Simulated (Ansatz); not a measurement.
NaLi, closed-shell singlet (the spin of the measured ground state), most abundant isotopes (7.0160 and 22.9898 u). Constants from fifth-degree fits in 1/R to seven points on the lowest solution found; no spin–orbit coupling, no relativity up to Kr; ω_e x_e and α_e move by some per cent with the fit.

Correlated levels freeze the inner cores; with def2 sets outer-core shells near the valence are correlated too.

Run with Ansatz (an electronic-structure program) with Gaussian orbitals. 

| level | r_e (Å) | ω_e (cm⁻¹) | ω_e x_e (cm⁻¹) | α_e (cm⁻¹) |
|---|---|---|---|---|
| PBE/def2-TZVPP | 2.9266 | 245.9 | 1.41 | 0.00298 |
| CCSD(T)/def2-QZVPP | 2.8886 | 253.1 | 1.12 | 0.00274 |

Problem. Derive the rotational constants, the centrifugal constant, the fundamental, the zero-point energy and the force constant.

Solution. 
μ = 5.37551 u.
- PBE/def2-TZVPP: B_e = 16.8576/(μ r_e²) = 0.36615 cm⁻¹; B₀ = B_e − α_e/2 = 0.36466 cm⁻¹; D = 4B_e³/ω_e² = 3.25e-06 cm⁻¹; fundamental ω_e − 2ω_e x_e = 243 cm⁻¹; zero-point energy ω_e/2 − ω_e x_e/4 = 123 cm⁻¹; k = μ(2πcω_e)² = 19.1 N/m; the line J = 1 ← 0 at 2B₀ = 21.86 GHz
- CCSD(T)/def2-QZVPP: B_e = 16.8576/(μ r_e²) = 0.37585 cm⁻¹; B₀ = B_e − α_e/2 = 0.37448 cm⁻¹; D = 4B_e³/ω_e² = 3.32e-06 cm⁻¹; fundamental ω_e − 2ω_e x_e = 251 cm⁻¹; zero-point energy ω_e/2 − ω_e x_e/4 = 126 cm⁻¹; k = μ(2πcω_e)² = 20.3 N/m; the line J = 1 ← 0 at 2B₀ = 22.45 GHz

Doubts at one or more of the structures used: a restricted determinant that unrestricted orbitals would lower (CCSD(T)/def2-QZVPP).

Measured for the ground state: r_e 2.889 Å [NIST CCCBDB]; ω_e 256.54 cm⁻¹ [Irikura, J. Phys. Chem. Ref. Data 36, 389 (2007)].
